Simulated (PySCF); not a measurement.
Ga(H)(Cl)(Et) (C2H6ClGa), SMILES C[CH2][GaH][Cl].

Coordinates come from a ωB97X-D3(BJ)/def2-SVP optimisation. The structure was generated by enumeration; whether it is a known compound was not checked. The values are those of a single conformer.

Two levels are set side by side: PBE/def2-TZVP (PySCF) and HF/def2-TZVP (PySCF). Same geometry, gas phase. Differences are taken from unrounded values.

```
quantity                       PBE
---------------------------  -----
orbital gap (eV)              4.44
highest occupied level (eV)  -6.59
lowest empty level (eV)      -2.14
dipole moment (D)             2.56
mean polarisability (bohr³)   66.8
```

Q: These are the PBE values. What does HF give? (Estimate from the structure and the level; the computed values follow.)

A: 
```
quantity                         HF  PBE minus HF
---------------------------  ------  ------------
orbital gap (eV)              12.20         -7.76
highest occupied level (eV)  -10.75          4.17
lowest empty level (eV)        1.45         -3.59
dipole moment (D)              2.73         -0.17
mean polarisability (bohr³)    59.5           7.3
```

Without exact exchange PBE keeps part of each electron's self-repulsion, which lifts occupied levels and narrows the gap. Loosely held outer electrons make PBE densities more polarisable. Differences between two approximate levels are no errors against the true value.

Rough cost on one machine, each run with all the roots and properties that it gave: HF against PBE about 1/3.
